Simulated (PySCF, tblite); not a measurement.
Compound: CH12OP2Si3.
Numbering: `[CH3:1][Si@@H:2]([PH2:3])[Si@H:4]([PH2:5])[O:6][SiH3:7]` (hydrogens: H8, H9, H10 on C1; H11 on Si2; H12, H13 on P3; H14 on Si4; H15, H16 on P5; H17, H18, H19 on Si7)

Structure used (GFN2-xTB), in Å, numbered top down from 1:
```
atom  x, y, z in Å
C1    -1.9426   -1.8424   -0.0867
Si2   -1.3320   -0.0349   -0.1351
P3    -2.8936    1.1786    0.9614
Si4    0.6936    0.2407    0.9870
P5     1.4446    2.3466    1.2575
O6     1.7456   -0.5780    0.0564
Si7    3.2074   -0.8716   -0.5878
H8    -2.1366   -2.1548    0.9364
H9    -1.1968   -2.5130   -0.5022
H10   -2.8631   -1.9751   -0.6487
H11   -1.2971    0.3667   -1.5640
H12   -3.8352    1.1042   -0.0445
H13   -2.4261    2.3990    0.5083
H14    0.8106   -0.3655    2.3251
H15    0.2682    2.7872    1.8399
H16    1.0527    2.7862    0.0023
H17    2.8810   -1.6272   -1.7939
H18    3.9649   -1.6470    0.3905
H19    3.8446    0.4096   -0.8791
```

Jobs on this species (19 atoms, 98 electrons) with PySCF (density fitting) and tblite. Hardware of each: an Intel Xeon at 2.50 GHz with one thread (shared host). Times come from a shared host and carry two figures at best.

| level and settings | work | basis functions | SCF cycles | wall time |
| --- | --- | --- | --- | --- |
| PBE0/pcSseg-1 | shieldings, charges and field gradients | 214 | ? | ? |
| GFN2-xTB | L-BFGS relaxation | – | – | 11 s |
| GFN2-xTB | Hessian by finite differences | – | – | 4.7 s |

Task: Fill in the missing figures.

Result: 
- PBE0/pcSseg-1; shieldings, charges and field gradients: 2.1 min, 13 SCF cycles

Task: What do all jobs in the table cost together?

Result: About 2.4 min; the longest takes about 89 % of that, and about 27 times as long as the shortest.
